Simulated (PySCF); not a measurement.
Computed shifts of a molecule FH6NOSi2, PySCF with B3LYP/pcSseg-1, GIAO, gas phase, atoms alike by connectivity averaged where their shifts nearly agree, in ppm (number of nuclei): ²⁹Si: -24.5 (1), -32.1 (1). ¹⁵N: 77.7 (1). ¹⁹F: -165.5 (1). ¹H: 5.02 (1), 5.00 (2), 4.89 (1), 2.45 (1), 1.87 (1). References: ¹⁷O against H2O (σ = 333.8 ppm); ²⁹Si against TMS (σ = 338.7 ppm); ¹⁵N against NH3 (σ = 265.5 ppm); ¹⁹F against CFCl3 (σ = 161.7 ppm); ¹H against TMS (σ = 31.68 ppm), references at their B3LYP-D3(BJ)/def2-TZVP geometries, non-relativistic. Geometry optimised at B3LYP-D3(BJ)/def2-SVP. The values are those of a single conformer.

Question: Identify the compound among the candidates.
A. N[Si@@H](O)[SiH2]F
B. N[Si@@](O)(F)[SiH3]
C. N[SiH2]O[SiH2]F
D. O[SiH2]N[SiH2]F

Answer: D, O[SiH2]N[SiH2]F
